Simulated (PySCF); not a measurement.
A structure optimised at PBE-D3(BJ)/def2-SVP, used in a PySCF frequency run:

```
Ga
N 1 1.8164
H 2 1.0205 1 124.70
H 2 1.0210 3 112.57 1 180.00
C 1 1.9587 2 127.64 3 0.00
H 5 1.1069 1 111.43 2 0.00
H 5 1.1076 6 109.19 1 -121.06
H 5 1.1076 6 109.19 7 -117.88
Cl 1 2.1821 2 112.05 3 180.00
```

**Question.** Write its SMILES, formula and point group.

**Answer.** [CH3][Ga]([NH2])[Cl], CH5ClGaN, Cs

**Question.** What are its rotational constants (standard atomic weights)?

**Answer.** 5.1570, 2.8294, 1.8487 GHz
